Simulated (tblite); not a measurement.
C4H9NSSi.
Atom-mapped SMILES: `[CH3:1][N:2]([CH3:3])[C:4]([SiH3:5])=[C:6]=[S:7]` (hydrogens: H8, H9, H10 on C1; H11, H12, H13 on C3; H14, H15, H16 on Si5)

Structure optimised with GFN2-xTB, isolated species.

Question: Give the optimised bond lengths and angles.

Answer: 
| bond | length (Å) | order |
| --- | --- | --- |
| C1–N2, N2–C3 | 1.446 | single |
| N2–C4 | 1.406 | single |
| C4–Si5 | 1.903 | single |
| C4=C6 | 1.301 | double |
| C6=S7 | 1.569 | double |
| C1–H8 and 3 like bonds | 1.090 | single |
| C1–H10, C3–H12 | 1.099 | single |
| Si5–H14, Si5–H16 | 1.461 | single |
| Si5–H15 | 1.468 | single |

Bonds in one row agree within 0.01 Å and their mean is given. Orders are formal, as drawn. A selection of angles:
| angle | degrees |
| --- | --- |
| N2–C1–H8 | 109.8 |
| N2–C1–H9 | 108.4 |
| N2–C1–H10 | 112.8 |
| H8–C1–H9 | 108.6 |
| C1–N2–C3 | 112.9 |
| C1–N2–C4 | 116.0 |
| C3–N2–C4 | 113.8 |
| H11–C3–H12 | 108.4 |
| N2–C4–Si5 | 119.7 |
| N2–C4–C6 | 125.7 |
| Si5–C4–C6 | 114.4 |
| C4–Si5–H14 | 108.6 |
| C4–Si5–H16 | 107.1 |
| H14–Si5–H15 | 109.8 |
| H14–Si5–H16 | 111.8 |
| C4–C6–S7 | 172.5 |

Dihedral angles: C1–N2–C4–Si5 -49° (synclinal). The mirror-image conformer, all signs reversed, is as good.

The C–N distances run from 1.406 Å (N2–C4, drawn single) to 1.447 Å (N2–C3, drawn single), a spread of 0.041 Å. N2 (nitrogen bonded to 3 C) is pyramidal (angles 116.0°, 113.8° and 112.9°, sum 342.6°, 0.35 Å off the plane of its three neighbours). Of the pairs four or more bonds apart, Si5···H8 is among the closest relative to their van der Waals radii: 2.74 Å, 83 % of the sum of Bondi's values. Si5 (SiH3 silicon) is tetrahedral (angles from 107.1° to 111.8°).

Point group: C1 (no symmetry element, even within 0.4 Å). Its GFN2-xTB frequencies are all real (lowest 42 cm⁻¹).

These are computed values.
